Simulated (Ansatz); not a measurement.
Species: GeH$_{3}$, charge -1, singlet. GeH3- (SMILES [GeH3-]).
B3LYP-D3(BJ)/def2-TZVP minimum from Ansatz (an electronic-structure program):
```xyz
4

Ge    -0.0301    -0.0444    -0.0555
H      0.6497    -0.6325     1.2988
H     -0.8841     1.0611     0.7755
H      1.1978     0.9923    -0.2995
```
Charge -1, spin multiplicity 1.

Total energies in aug-cc-pVQZ, 8 correlated electrons, 14 frozen orbitals. Radicals and triplets start from unrestricted determinants; spin-orbit coupling is neglected. Correlated methods leave the cores frozen (noble-gas shells, and filled d and f shells in the p block). No relativity.

| method | program | energy (Eh) | minus CCSDT(Q) (mEh) |
|---|---|---|---|
| HF | Ansatz | -2077.12648 | 188.99 |
| MP2 | Ansatz | -2077.28349 | 31.98 |
| CCSD | Ansatz | -2077.30777 | 7.71 |
| CCSD(T) | Ansatz | -2077.31435 | 1.13 |
| CCSDT(Q) | Ansatz | -2077.31548 | 0.00 |
